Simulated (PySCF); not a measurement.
Atom-mapped SMILES (the numbers label the heavy atoms): `[CH3:1][C:2]([CH3:3])([CH3:4])/[CH:5]=[N:6]/[NH2:7]`; H(Xn) means a hydrogen on atom n.

No solvent, fast rotation and ring inversion assumed for equivalent nuclei, one conformer, non-relativistic. Geometry: GFN2-xTB; PBE0/pcSseg-1 with gauge-including orbitals; PySCF 2.14.0 with density-fitted response routines.

References, each an isolated molecule treated in the same way: ¹³C (σref 186.93) and ¹H (σref 31.72) against TMS; ¹⁵N (σref 267.73) vs NH3.

| atoms | nucleus | count | δ (ppm) |
| --- | --- | --- | --- |
| C1/C3/C4 | ¹³C | 3 | 29.6 |
| C2 | ¹³C | 1 | ? |
| C5 | ¹³C | 1 | 146.9 |
| N6 | ¹⁵N | 1 | ? |
| H(N7) | ¹H | 2 | 5.09 |
| H(C5) | ¹H | 1 | 6.78 |
| H(C1)/H(C3)/H(C4) | ¹H | 9 | 1.03 |
| N7 | ¹⁵N | 1 | 124.8 |

Q: Complete the table.

A: 
- C2: 36.3 ppm, quaternary sp3 carbon; saturated and bonded to C and H only
- N6: 364.4 ppm, imine nitrogen

OH and NH positions are those of a molecule without intermolecular hydrogen bonds; in solution they move with solvent, concentration and temperature, and exchange usually removes their couplings. Shifts are as computed. Against solution values, carbons near 30 ppm lie about +3 ppm off and those near 130 ppm about +5 ppm. Of 1211 compounds with measured shifts, 218 miss one by over three times the rms of a fit or turn the order of signals round; such compounds aren't used in these exercises. Experimental scales use liquid or dissolved standards, which lie at an offset from isolated NH3 (liquid NH3: subtract about 20 ppm). Unscaled 15N shifts of sp2 nitrogen come out 20 to 40 ppm too high even then.
